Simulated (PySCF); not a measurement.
H3BCl2Si, SMILES [SiH3]B(Cl)Cl (B3LYP/def2-SVP optimised geometry):

```
7

B      0.164     0.689     0.000
Cl    -0.672     2.239     0.000
Cl     1.922     0.689     0.000
Si    -0.921    -1.028    -0.024
H     -0.061    -2.239     0.114
H     -1.666    -1.109    -1.318
H     -1.922    -1.007     1.085
```

Computed with B3LYP/def2-TZVP (PySCF).

Task: What are the frontier orbital energies and the dipole moment?

Result: HOMO-2 -9.41 eV, HOMO-1 -8.94 eV, HOMO -8.20 eV, LUMO -2.41 eV, LUMO+1 0.47 eV; dipole moment 0.41 D.

On the same geometry PBE/def2-TZVP (PySCF) gives HOMO-2 -8.35 eV, HOMO-1 -7.82 eV, HOMO -7.16 eV, LUMO -3.15 eV, LUMO+1 -0.18 eV; dipole moment 0.29 D.

Meta-Löwdin charges at B3LYP/def2-TZVP: B1 -0.04, Cl2 -0.04, Cl3 -0.04, Si4 0.36, H5 -0.09, H6 -0.08, H7 -0.08.
